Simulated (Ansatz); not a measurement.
Single points on Cd₇H₂₀S₇.

```yaml
crystal:
  periodic: [false, false, false]
  atoms:
    - {symbol: Cd, position_ang: [0.017069, -4.892541, -2.121319]}
    - {symbol: S, position_ang: [-0.022214, -4.085962, 1.015567]}
    - {symbol: S, position_ang: [-0.007701, -1.841803, -1.911324]}
    - {symbol: Cd, position_ang: [-2.402862, -1.027555, -1.344018]}
    - {symbol: Cd, position_ang: [-0.004909, -1.819396, 2.905433]}
    - {symbol: S, position_ang: [-1.870341, -0.827994, 1.370555]}
    - {symbol: S, position_ang: [-1.910728, 1.666934, -1.232721]}
    - {symbol: Cd, position_ang: [-2.526236, 1.815167, 1.369354]}
    - {symbol: Cd, position_ang: [2.388775, -1.039769, -1.349930]}
    - {symbol: S, position_ang: [1.859252, -0.842642, 1.363997]}
    - {symbol: S, position_ang: [1.913131, 1.659103, -1.232873]}
    - {symbol: Cd, position_ang: [0.006642, 3.542927, -1.029485]}
    - {symbol: Cd, position_ang: [2.529045, 1.800532, 1.368595]}
    - {symbol: S, position_ang: [0.003777, 2.691274, 1.568784]}
    - {symbol: H, position_ang: [-1.671399, -5.044205, -2.204001]}
    - {symbol: H, position_ang: [1.711177, -5.010235, -2.113103]}
    - {symbol: H, position_ang: [-0.997052, -4.888144, 1.530711]}
    - {symbol: H, position_ang: [0.972070, -4.884053, 1.498831]}
    - {symbol: H, position_ang: [-0.007030, -1.509420, -3.232315]}
    - {symbol: H, position_ang: [-3.961128, -1.508130, -1.810231]}
    - {symbol: H, position_ang: [-0.001299, -2.364701, 4.507700]}
    - {symbol: H, position_ang: [-2.995659, -1.319246, 1.959711]}
    - {symbol: H, position_ang: [-2.994499, 2.281950, -1.782000]}
    - {symbol: H, position_ang: [-5.192298, 3.716073, -0.994124]}
    - {symbol: H, position_ang: [-5.004313, 3.471874, -0.289295]}
    - {symbol: H, position_ang: [-3.860879, 2.425614, 2.219395]}
    - {symbol: H, position_ang: [3.942686, -1.525935, -1.824056]}
    - {symbol: H, position_ang: [2.982339, -1.343625, 1.949397]}
    - {symbol: H, position_ang: [2.999700, 2.268265, -1.783093]}
    - {symbol: H, position_ang: [5.206943, 3.691684, -0.996884]}
    - {symbol: H, position_ang: [0.008219, 5.105418, -1.683309]}
    - {symbol: H, position_ang: [3.865321, 2.403272, 2.221575]}
    - {symbol: H, position_ang: [5.017451, 3.448312, -0.292152]}
    - {symbol: H, position_ang: [0.006970, 3.786956, 2.376630]}
basis:
  gaussian: {orbitals: def2-SVP, fitting: {mean_field: def2-universal-jkfit}, initial_orbitals: start.molden}
hamiltonian: {xc: {name: LC-wPBE, parameters: {omega: 0.15/bohr}}}
scf: {omitted_lower_state_checks: [starts]}
output: {orbitals: {seedname: orbitals}}
```

The file start.molden holds the orbitals of an earlier run on this structure, at another level or in another basis.

```sh
$ ansatz run in.yaml --threads 2 --pin off --events-out ev --progress --plain --max-ram 32768MiB --backend cuda --devices 0, --max-vram 18GiB
```

It prints (some lines left out):

```
Functional definition: LC-wPBE
3041 factors; integrals over basis functions are off by at most 3.3e-1 eV
3041 factors; integrals over basis functions are off by at most 2.2e-7 eV
mean field evaluation 1: about -108076.7647 eV, gradient 2.5e1 eV
mean field evaluation 2: about -108077.2348 eV, gradient 6.4e-1 eV
mean field evaluation 4: about -108077.2333 eV, gradient 1.0e-1 eV
mean field evaluation 8: about -108077.2333 eV, gradient 9.3e-6 eV
mean field -108077.23330291 eV, -3971.7650665020 hartree, gradient 9.3e-6 eV, S^2 0.000000; 0 other end points of the search recorded, 0 dependent functions left out
reference -108077.23330306 eV, -3971.7650665076 hartree; 136, 136 occupied and 307, 307 virtual orbitals, 3041 factors
Total energy: -108077.23330306 eV, -3971.7650665076 hartree
Checks for a lower state left out: starts
```

Run time 14 s (2 threads of AMD EPYC 7R13 on a shared host and a share (18 GiB) of an NVIDIA H100 80GB HBM3), peak host memory 1 GiB.

As the first input, with `hamiltonian: {xc: pbe, dispersion: d4}` (abridged; 7.5 s):

```
Functional definition: PBE
mean field -108069.01563435 eV, -3971.4630727528 hartree, gradient 2.8e-5 eV, S^2 0.000000
Total energy: -108071.09706557 eV, -3971.5395639389 hartree
Checks for a lower state left out: starts
```

The first input with `hamiltonian: {xc: {name: LC-wPBE, parameters: {omega: 0.1/bohr}}}` (abridged; 14 s):

```
Functional definition: LC-wPBE
mean field -108075.54031382 eV, -3971.7028503004 hartree, gradient 3.4e-5 eV, S^2 0.000000
Total energy: -108075.54031419 eV, -3971.7028503142 hartree
Checks for a lower state left out: starts
```

First input, but with `gaussian: {orbitals: STO-3G}`, `hamiltonian: {xc: hf}` (abridged; 9 s):

```
Functional definition: HF
mean field -1106017.86365024 eV, -40645.4068033123 hartree, gradient 6.7e-5 eV, S^2 0.000000
Total energy: -1106017.86365024 eV, -40645.4068033123 hartree
Checks for a lower state left out: starts
```

First input, but with `gaussian: {orbitals: def2-TZVP, fitting: {mean_field: def2-universal-jkfit}, initial_orbitals: start.molden}`, `hamiltonian: {xc: {name: BLYP}, dispersion: d4}` (abridged; 8.5 s):

```
Functional definition: BLYP
mean field -108125.52785704 eV, -3973.5398586310 hartree, gradient 7.6e-5 eV, S^2 0.000000
Total energy: -108129.66008572 eV, -3973.6917152343 hartree
Checks for a lower state left out: starts
```

Geometry: PBE-D4/def2-SVP.

In the def2 sets Cd takes a core potential, while STO-3G treats all electrons; there is no spin–orbit coupling. Single mean-field runs in def2-SVP, def2-TZVP are fitted with def2-universal-jkfit. In the singlet geometry the species has come apart into loosely held pieces. In the singlet, H24 and H25 lie 0.77 Å apart, H30 and H33 lie 0.77 Å apart (atoms count from 1), so H2 has formed as a molecule.
